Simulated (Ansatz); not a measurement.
`C[SiH2]C1N=CO1` at its PBE0-D4/def2-TZVP geometry, where that method's forces vanish. Total charge 0; spin multiplicity 1.

```xyz
13

C    -1.5144   -0.2210    1.4479
Si    0.2660   -0.3765    0.9180
C     0.5488    0.7239   -0.6036
N    -0.1557    0.2600   -1.8004
C     1.0200    0.0341   -2.2527
O     1.8428    0.4420   -1.2614
H    -1.7292   -0.8874    2.2863
H    -2.1749   -0.4843    0.6190
H    -1.7454    0.7998    1.7609
H     0.6084   -1.7599    0.5009
H     1.1953    0.0645    1.9935
H     0.4514    1.7989   -0.4284
H     1.3869   -0.3940   -3.1801
```

(1) What forces (eV/Å) does ωB97M-V/def2-TZVPP give on these atoms in the Gaussian-basis code of Ansatz? (An estimate is asked.)

Answers

(1) Ansatz gave: 
```
C1  -0.026 -0.001  0.006
Si2  0.119 -0.074  0.035
C3  -0.086  0.215  0.403
N4  -0.001 -0.069 -0.170
C5  -0.104 -0.141 -0.296
O6   0.204  0.021  0.078
H7   0.010  0.051 -0.063
H8   0.044  0.020  0.060
H9   0.013 -0.072 -0.023
H10 -0.036  0.150  0.035
H11 -0.101 -0.047 -0.121
H12  0.007 -0.097 -0.032
H13 -0.043  0.043  0.088
```
